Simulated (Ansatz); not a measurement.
`BO[SiH2][SiH2]O` and `O[SiH2][SiH2][SiH2]F` differ in one atom or group.

Ansatz, PBE0-D4/def2-TZVP geometries, multiplicity 1. Each molecule was computed in one conformer, which needn't be the lowest.

```tsv
property	`BO[SiH2][SiH2]O`
size of the dipole moment (ωB97M-V/def2-TZVPP) / D	1.95
size of the dipole moment (PBE/def2-TZVPP) / D	2.00
HOMO–LUMO gap (PBE0/def2-TZVPP) / eV	7.44
LUMO energy (B3LYP/def2-TZVPP) / eV	-0.85
HOMO energy (ωB97M-V/def2-TZVPP) / eV	-10.15
HOMO energy (PBE/def2-TZVPP) / eV	-6.90
```

(1) Give the same properties after the change, and the shifts. (Best estimate.)

## Answers

(1) The calculation gave: 
```json
{"property": "size of the dipole moment (ωB97M-V/def2-TZVPP) / D", "`O[SiH2][SiH2][SiH2]F`": "2.68", "shift": "0.73"}
{"property": "size of the dipole moment (PBE/def2-TZVPP) / D", "`O[SiH2][SiH2][SiH2]F`": "2.56", "shift": "0.56"}
{"property": "HOMO–LUMO gap (PBE0/def2-TZVPP) / eV", "`O[SiH2][SiH2][SiH2]F`": "6.96", "shift": "-0.48"}
{"property": "LUMO energy (B3LYP/def2-TZVPP) / eV", "`O[SiH2][SiH2][SiH2]F`": "-1.11", "shift": "-0.26"}
{"property": "HOMO energy (ωB97M-V/def2-TZVPP) / eV", "`O[SiH2][SiH2][SiH2]F`": "-9.89", "shift": "0.26"}
{"property": "HOMO energy (PBE/def2-TZVPP) / eV", "`O[SiH2][SiH2][SiH2]F`": "-6.78", "shift": "0.12"}
```

With PBE0 the HOMO rises by 0.17 eV and the LUMO falls by 0.29 eV, so the gap narrows by about 0.46 eV. PBE moves the HOMO by 0.12 eV and ωB97M-V by 0.26 eV. Dipoles are sizes alone; their direction can turn.

Positive LUMOs are unbound, so they and the gaps depend on the basis.

B3LYP here is the variant with VWN-RPA as its local correlation; programs differ in this.
